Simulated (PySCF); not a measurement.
C2H6OSi2, SMILES O[Si@@H]1C=C[SiH2]1.

Geometry: B3LYP-D3(BJ)/def2-SVP. The structure was generated by enumeration; whether it is a known compound was not checked. The values are those of a single conformer.

These are TDA-PBE/def2-SVPD (PySCF 2.14.0) values and carry that method's errors.

Vertical excitations. Isolated molecule, no solvent.

Task: Estimate the UV-visible absorptions. (An estimate is asked for; the answer gives what the named calculation found.)

Result: 
```json
[
 {"state": "S1", "energy (eV)": "4.44", "λ (nm)": "280", "f": "0.001", "main pairs": "HOMO→LUMO 99 %"},
 {"state": "S2", "energy (eV)": "5.22", "λ (nm)": "237", "f": "0.001", "main pairs": "HOMO−1→LUMO 91 %"},
 {"state": "S3", "energy (eV)": "5.69", "λ (nm)": "218", "f": "0.019", "main pairs": "HOMO→LUMO+1 88 %"},
 {"state": "S4", "energy (eV)": "5.88", "λ (nm)": "211", "f": "0.006", "main pairs": "HOMO→LUMO+2 46 %, HOMO−2→LUMO 31 %"},
 {"state": "S5", "energy (eV)": "6.07", "λ (nm)": "204", "f": "0.029", "main pairs": "HOMO−1→LUMO+1 28 %, HOMO−2→LUMO 18 %, HOMO−2→LUMO+1 16 %, HOMO→LUMO+2 15 %"},
 {"state": "S6", "energy (eV)": "6.13", "λ (nm)": "202", "f": "0.020", "main pairs": "HOMO−1→LUMO+1 55 %, HOMO−3→LUMO 16 %, HOMO−2→LUMO+1 11 %, HOMO→LUMO+2 9 %"},
 {"state": "S7", "energy (eV)": "6.29", "λ (nm)": "197", "f": "0.012", "main pairs": "HOMO−3→LUMO 75 %"},
 {"state": "S8", "energy (eV)": "6.42", "λ (nm)": "193", "f": "0.021", "main pairs": "HOMO−1→LUMO+2 42 %, HOMO→LUMO+3 29 %, HOMO→LUMO+4 10 %"},
 {"state": "S9", "energy (eV)": "6.48", "λ (nm)": "191", "f": "0.003", "main pairs": "HOMO−2→LUMO+2 55 %, HOMO−2→LUMO+1 23 %, HOMO−1→LUMO+2 12 %"},
 {"state": "S10", "energy (eV)": "6.52", "λ (nm)": "190", "f": "0.029", "main pairs": "HOMO→LUMO+4 70 %, HOMO→LUMO+3 18 %"},
 {"state": "T1", "energy (eV)": "4.18", "λ (nm)": "297", "f": "0", "main pairs": "HOMO→LUMO 65 %, HOMO−2→LUMO 30 %"},
 {"state": "T2", "energy (eV)": "4.32", "λ (nm)": "287", "f": "0", "main pairs": "HOMO−2→LUMO 59 %, HOMO→LUMO 34 %"},
 {"state": "T3", "energy (eV)": "4.70", "λ (nm)": "264", "f": "0", "main pairs": "HOMO−1→LUMO 92 %"},
 {"state": "T4", "energy (eV)": "5.07", "λ (nm)": "244", "f": "0", "main pairs": "HOMO→LUMO+1 96 %"}
]
```
Triplets are in the Tamm–Dancoff approximation.
